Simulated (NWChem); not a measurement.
System: C$_{5}$H$_{5}$, doublet; SMILES [CH]1C=CC=C1

All runs: NWChem. Spin-unrestricted. In the optimisation the excess spin sits in a" (Cs, its own frame). All runs use the structure optimised with PBE0/def2-SVP, spin-unrestricted. No frequency run checked for a minimum. No stability test was run on the SCF state. Level: M05-2X/def2-SVP with SMD (1 M gas to 1 M solution), gas-phase geometry. Reactions with the solvent are ignored.

For solvent toluene:

```yaml
cavity-dispersion-structure term (kcal/mol): -2.9
```

Q: Estimate the same quantities for solvent N,N-dimethylformamide.

A: 
| Property | Result |
|---|---|
| cavity-dispersion-structure term (kcal/mol) | -0.7 |
